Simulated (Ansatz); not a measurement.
BeH4Si (SMILES [BeH][SiH3]) moved off its minimum; all values from Ansatz (a program for electronic structure), cores frozen in correlated methods.
(charge 0, multiplicity 1)
```xyz
6

Be    -1.4656    -0.8714    -0.2132
H     -2.6207    -1.4395    -0.3802
Si     0.3819     0.2814    -0.0030
H      1.0077    -0.0797     1.4246
H      0.3089     1.6744    -0.0666
H      1.3940    -0.1834    -0.9538
```

Task: Give the forces (eV/Å), the total energy and the dipole at CCSD(T)/aug-cc-pV(T+d)Z.

Result: 
```tsv
atom	Fx	Fy	Fz
Be1	0.345	0.525	-0.028
H2	-0.478	-0.382	-0.032
Si3	0.568	-2.362	1.786
H4	-0.561	0.383	-1.233
H5	-0.188	1.894	-0.132
H6	0.314	-0.058	-0.361
```
Energy -306.1046 hartree, dipole 0.53 D.
